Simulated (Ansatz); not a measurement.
`O[Si](F)(F)F` + `CC[SiH2]O` → `O[SiH2]C[Si](O)(F)F` + `CF`  (formal exchange of groups at the Si–F bond)

Computed with Ansatz on PBE0-D4/def2-TZVP structures; ΔE is electronic, products minus reactants. CCSD(T)/CBS is the MP2 limit (def2-TZVPP, def2-QZVPP) plus CCSD(T) − MP2 in def2-TZVPP, frozen cores. This one scheme is used for every species. Functionals use def2-TZVPP. B3LYP here is the variant with VWN-RPA as its local correlation; programs differ in this. Each species was taken in one conformer, which may not be the lowest.

Q: Is it downhill or uphill in electronic energy at CCSD(T)/CBS, and by how much? (Best estimate.)

A: The calculation gave: Uphill: ΔE = +164.3 kJ/mol.

Q: What do these levels give: PBE-D4, r2SCAN-D4, PBE0-D4, ωB97M-V, B2PLYP, B3LYP, HF/def2-TZVPP, MP2/def2-TZVPP, SCS-MP2/def2-TZVPP, HF/def2-QZVPP, SCS-MP2/def2-QZVPP, CCSD/CBS(def2)? (Best estimate.)

A: Ansatz gave: PBE-D4 142.6, r2SCAN-D4 156.6, PBE0-D4 149.7, ωB97M-V 153.7, B2PLYP 162.3, B3LYP 157.9, HF/def2-TZVPP 172.3, MP2/def2-TZVPP 169.4, SCS-MP2/def2-TZVPP 167.9, HF/def2-QZVPP 175.4, SCS-MP2/def2-QZVPP 170.2, CCSD/CBS(def2) 167.2 kJ/mol.

Largest T1 diagnostic among the species: 0.011.

The D4 term adds −7.9 kJ/mol with B3LYP and −4.5 kJ/mol with PBE0; it sums over pairs of atoms, weighted by their polarisabilities, and B3LYP, whose exchange is more repulsive, gets the larger term. From PBE to PBE0 (25 % exact exchange), in def2-TZVPP and without D4, ΔE moves by +6.7 kJ/mol.
